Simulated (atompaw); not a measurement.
**Bi PAW (atompaw): all-electron and pseudo phase curves**

- Element: Bi (Z = 83)
- Generator: atompaw 4.2.0.5
- Type: PAW
- Functional: PBEsol
- Relativity: scalar-relativistic
- Frozen core: [Xe] 4f14
- Valence charge: 15
- Reference configuration: 5d10 6s2 6p3
- Partial waves: 6s (bound): rc 2.65 bohr; 6s channel at -0.65 Ry: rc 1.70 bohr; 6p (bound): rc 2.65 bohr; 6p channel at 0.25 Ry: rc 2.65 bohr; 5d (bound): rc 2.65 bohr; 5d channel at -1.05 Ry: rc 1.95 bohr
- Local potential: bessel scheme, radius 2.25 bohr
- Core correction: smooth core density matched at 2.45 bohr
- Augmentation charge: besselshape compensation charge, radius 2.60 bohr; PAW radius 2.65 bohr; waves and projectors: custom polynom2 7 10 vanderbiltortho

The phase is arctan(r·u′/u) with u = r·R(r), unwrapped; energies in Ry, scanned from -4 to 5 Ry. A pole is an energy at which the radial function vanishes at the test radius. The pseudo phase is shifted by a multiple of π to meet the all-electron one at the reference energy, and phase errors are pseudo minus all-electron; the curves can meet again beyond the range given. Levels narrower than the energy grid can be missing from the lists of poles.

```csv
channel,radius (bohr),reference energy (Ry),"poles, all-electron","poles, pseudo",unbroken range about the reference energy with phases within 0.05 rad,phase error 1 Ry above the reference energy (rad)
s,2.66,-1.07,-0.06,"-1.30, -0.05",-1.3 to 1.9,+0.001
p,2.66,-0.34,1.63,1.63,below 4.2,-0.000
d,2.66,-1.99,"-1.90, 4.33",-1.90,below 0.8,+0.000
```

Note: ghost state, extra bound levels that the all-electron valence spectrum of the same l lacks: s at -17.9 eV. A true bound ghost makes a file unfit for plane-wave use.

Phases in the p channel:

| E (Ry) | all-electron | pseudo |
| --- | --- | --- |
| -4.00 | 1.358 | 1.358 |
| -3.52 | 1.339 | 1.339 |
| -3.04 | 1.315 | 1.314 |
| -2.56 | 1.280 | 1.280 |
| -2.08 | 1.228 | 1.228 |
| -1.60 | 1.141 | 1.141 |
| -1.12 | 0.961 | 0.961 |
| -0.64 | 0.443 | 0.443 |
| -0.16 | -0.700 | -0.700 |
| 0.32 | -1.239 | -1.239 |
| 0.80 | -1.428 | -1.428 |
| 1.28 | -1.524 | -1.524 |
| 1.76 | -1.586 | -1.586 |
| 2.24 | -1.634 | -1.635 |
| 2.72 | -1.679 | -1.682 |
| 3.20 | -1.727 | -1.734 |
| 3.68 | -1.788 | -1.804 |
| 4.16 | -1.877 | -1.926 |
| 4.64 | -2.039 | -2.236 |
